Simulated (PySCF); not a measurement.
## Which determinant of ZnH lies lowest?

Unrestricted PBE0; PySCF, no relativity, basis sets Zn def2-TZVPPD, H def2-TZVPPD. Outer shells of the fragments: Zn 3d10 4s2; H 1s1.

Followed along the bond (rough minima from three points):

```
2Ms+1   unpaired  ⟨S²⟩ at the start  R at minimum (Å)  Te (eV)
    2        σ ↑               0.76              1.61     0.00
    4  σ ↑↑, π ↑               3.75  none in the scan   ≤ 5.36
```

Solutions found at the starting distance of 1.510 Å, counted from the lowest of them; the search is not exhaustive and high or unbound solutions are not listed, so other states can lie among these:

```csv
2Ms+1,unpaired,term,E (eV),⟨S²⟩,⟨Lz²⟩,μ (D)
2,σ ↑,²Σ⁺,0.00,0.76,0.00,-0.35
2,π ↑,²Π,2.74,0.77,1.00,-1.72
4,"σ ↑↑, π ↑",⁴Π,5.89,3.75,1.00,1.58
4,σ ↑↑↑,⁴Σ⁺,8.94,3.75,0.00,-0.15
4,"σ ↑, π ↑↑",⁴Σ⁻,9.08,3.76,0.00,-0.14
```

A term symbol is given only where ⟨S²⟩ and ⟨Lz²⟩ are close to those of a pure state; real π, δ and φ orbitals otherwise mix terms. A positive dipole means Zn(−)H(+).

Counting both spins, an empty level lies below a filled one in some of these solutions, because spin and occupation are held.
